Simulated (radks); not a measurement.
Values are calculated unless marked as measured or tabulated.
Question: Numerical settings for the copper ion Cu2+, [Ar] 3d9. Level of theory: scalar-relativistic Kohn-Sham, PBE, spin-polarised, spherical densities, point nucleus; open shells are filled with parallel spins first (a radial shooting solver on a logarithmic mesh with Libxc functionals). The defaults (mesh step 0.008 in ln r, mesh end at 40 bohr or more with all orbitals vanishing there, Anderson mixing 0.5 over 9 steps, residual threshold near 1e-9 with the energy settled to 1e-9 hartree or 1e-11 of itself, here a cap of 53 iterations) give E = -1653.7754 hartree and 3d at -29.078 eV in 16 iterations. Run on one thread of a shared host, so times are rough (Arm Neoverse N1): 0.21 s of CPU time, 0.21 s wall, 16 iterations on 2476 mesh points. One setting is changed at a time: mesh step in ln r 0.08; mesh step in ln r 0.003; mesh step in ln r 0.012; mesh end (bohr) 8; mesh end (bohr) 2; residual threshold 0.1; residual threshold 1e-05; mixing 0.05; linear mixing, mixing 0.05; linear mixing, mixing 0.5; mixing history 2; iteration cap 5. Which runs fail to converge, and which converge to a wrong energy?

Answer: Not converged within the cap: mesh step in ln r 0.08; linear mixing, mixing 0.05; iteration cap 5. Settings that end as converged yet miss the energy by more than 1 mhartree: mesh end (bohr) 2 (+1.6 hartree).
